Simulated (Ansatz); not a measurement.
Reaction (redistribution): `C[SiH2]N[SiH](O)O` + `[SiH3]C[SiH](Cl)Cl` → `O[SiH](O)C[SiH](Cl)Cl` + `C[SiH2]N[SiH3]`

Isolated molecules relaxed with PBE0-D4/def2-TZVP in Ansatz; ΔE leaves out vibrations. CCSD(T)/CBS adds triple-zeta CCSD(T) − MP2 to the extrapolated MP2 energy (def2 sets, frozen cores). Functionals use def2-TZVPP. B3LYP here is the variant with VWN-RPA as its local correlation; programs differ in this. One conformer a species, not always the lowest.

| level | ΔE (kJ/mol) | difference from CCSD(T)/CBS |
| --- | --- | --- |
| PBE-D4 | 6.8 | -2.2 |
| r2SCAN-D4 | 8.3 | -0.7 |
| B3LYP-D4 | 5.4 | -3.6 |
| ωB97X-V | 7.0 | -2.0 |
| ωB97M-V | 7.0 | -2.0 |
| PBE | 9.6 | 0.6 |
| PBE0 | 10.3 | 1.3 |
| B3LYP | 9.8 | 0.8 |
| HF/def2-TZVPP | 11.9 | 2.9 |
| MP2/def2-TZVPP | 7.9 | -1.1 |
| SCS-MP2/def2-TZVPP | 8.3 | -0.7 |
| CCSD/def2-TZVPP | 9.8 | 0.8 |
| CCSD(T)/def2-TZVPP | 9.2 | 0.2 |
| HF/def2-QZVPP | 12.3 | 3.3 |
| MP2/def2-QZVPP | 8.0 | -1.0 |
| CCSD/CBS(def2) | 9.7 | 0.7 |
| CCSD(T)/CBS | 9.0 | 0 |

Largest T1 diagnostic among the species: 0.011.

The D4 term adds −4.4 kJ/mol with B3LYP and −2.5 kJ/mol with PBE0; it sums over pairs of atoms, weighted by their polarisabilities, and B3LYP, whose exchange is more repulsive, gets the larger term.
